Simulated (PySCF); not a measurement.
From one molecule to another.

First species: C4H9FSi3.
Geometry (GFN2-xTB, Å), atoms numbered from 1 in this order:
```xyz
17
C4H9FSi3 angstrom
C      3.757   -0.334   -0.562
C      2.444    0.058   -0.102
C      1.351    0.385    0.291
Si    -0.349    0.856    0.832
C     -1.396   -0.740    1.191
Si    -2.727   -0.697   -0.199
F     -2.364   -1.868   -1.270
Si    -1.902    1.375   -0.864
H      4.331    0.548   -0.848
H      4.289   -0.860    0.231
H      3.668   -0.993   -1.425
H     -0.172    1.685    2.039
H     -0.798   -1.650    1.167
H     -1.841   -0.710    2.185
H     -4.067   -1.119    0.198
H     -1.436    1.558   -2.245
H     -2.795    2.522   -0.627
```

Second species: C4H8NPSi.
SMILES: `CC#C/C=N\[SiH2]P`

Levels: CAM-B3LYP/def2-SVPD for dipole moment, HOMO energy, LUMO energy, HOMO–LUMO gap, static isotropic polarisability and electronic spatial extent ⟨r²⟩ about the centre of nuclear charge; TDDFT CAM-B3LYP/def2-SVPD for lowest singlet excitation; TDA CAM-B3LYP/def2-SVPD for lowest triplet excitation (Tamm–Dancoff); GFN2-xTB for rotational constant A and rotational constant C. Geometries: GFN2-xTB. Each structure is a single optimised conformer of the isolated species, non-relativistic unless stated; the electronic structure was computed with PySCF and density fitting.

The conformers computed, where there is a choice (atom-mapped SMILES and torsion angles):
- `[CH3:1][C:2]#[C:3]/[CH:4]=[N:5]\[SiH2:6][PH2:7]`: C4–N5–Si6–P7 105°, H–P7–Si6–N5 54°, H–P7–Si6–N5 -38°

Values for the first species:

| Property | Result |
| --- | --- |
| Dipole moment | 1.67 D |
| HOMO energy | -8.54 eV |
| LUMO energy | -0.15 eV |
| HOMO–LUMO gap | 8.39 eV |
| Lowest singlet excitation | 5.09 eV |
| Lowest triplet excitation (Tamm–Dancoff) | 4.59 eV |
| Static isotropic polarisability | 129.8 au |
| Electronic spatial extent ⟨r²⟩ about the centre of nuclear charge | 2152 bohr² |
| Rotational constant A | 1.789 GHz |
| Rotational constant C | 0.560 GHz |

Task: Estimate the same properties for the second species, and the change in each.

Result: 
| property | first | second | second less first |
| --- | --- | --- | --- |
| dipole moment | 1.67 D | 3.50 D | +1.83 D |
| HOMO energy | -8.54 eV | -8.26 eV | +0.28 eV |
| LUMO energy | -0.15 eV | -0.61 eV | -0.46 eV |
| HOMO–LUMO gap | 8.39 eV | 7.65 eV | -0.74 eV |
| lowest singlet excitation | 5.09 eV | 3.75 eV | -1.34 eV |
| lowest triplet excitation (Tamm–Dancoff) | 4.59 eV | 3.21 eV | -1.38 eV |
| static isotropic polarisability | 129.8 au | 113.6 au | -16.2 au |
| electronic spatial extent ⟨r²⟩ about the centre of nuclear charge | 2152 bohr² | 1719 bohr² | -433 bohr² |
| rotational constant A | 1.789 GHz | 3.186 GHz | +1.397 GHz |
| rotational constant C | 0.560 GHz | 0.668 GHz | +0.108 GHz |

On the first: No computed singlet falls in the visible range (750 to 380 nm, 1.65 to 3.26 eV); S1 lies 1.83 eV above its blue end. In atomic units the dipole is 0.66 e·bohr (1 au = 2.5417 D). GFN2-xTB frequencies show an imaginary mode (25i cm⁻¹), so this geometry is no minimum at that level.

On the second: The vertical singlet–triplet gap S1 − T1 is 0.54 eV (TDDFT singlet less Tamm–Dancoff triplet; S1: HOMO−1→LUMO, weight 0.96; T1: HOMO−1→LUMO, weight 0.94). The principal polarisabilities are 88.5, 99.3 and 153.0 au; their mean is the isotropic value. GFN2-xTB frequencies show an imaginary mode (23i cm⁻¹), so this geometry is no minimum at that level.
